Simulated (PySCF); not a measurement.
ZnSe at r²SCAN

Computed with r²SCAN; PySCF, no relativity, basis sets Zn def2-TZVPPD, Se def2-TZVPPD.

- state: ¹Σ⁺ (singlet), closed shell
- bond length: 2.160 Å
- harmonic wavenumber: 343 cm⁻¹
- force constant: 2.46 mdyn/Å
- rotational constant Be: 0.1018 cm⁻¹
- anharmonicity ωexe: 1.08 cm⁻¹
- vibration–rotation constant αe: 0.000417 cm⁻¹
- well depth De to Zn + Se: 134 kJ/mol
- dissociation energy D0: 132 kJ/mol
- HOMO–LUMO gap: 0.78 eV
- bond order (Mayer): 1.85
- dipole moment (positive dipole means Zn(−)Se(+)): -5.02 D
